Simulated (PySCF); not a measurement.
CH5N2, SMILES C(=[NH2+])N, charge +1. Coordinates come from a PBE-D3(BJ)/def2-TZVP optimisation. Other conformers were not sampled.

Method: PBE-D3(BJ)/def2-TZVP run with PySCF.

Harmonic wavenumbers (cm⁻¹): 504, 523, 582, 600, 700, 1006, 1032, 1098, 1348, 1372, 1568, 1639, 1733, 3134, 3461, 3475, 3577, 3577. Rotational constants (GHz): 59.26, 10.16, 8.674; symmetry number 2.

Q: Work out the zero-point energy and the ideal-gas rigid-rotor harmonic-oscillator thermochemistry at 298.15 K and 1 atm.

A: ZPE = ½ Σ hcν = ½ × 30930 cm⁻¹ = 185.00 kJ/mol. H − E(el) = 197.52 kJ/mol. Entropy in J/(mol K): translation 156.24, rotation 84.81, vibration 11.66, total 252.71. G − E(el) = 122.18 kJ/mol. Cp = 61.48 J/(mol K).
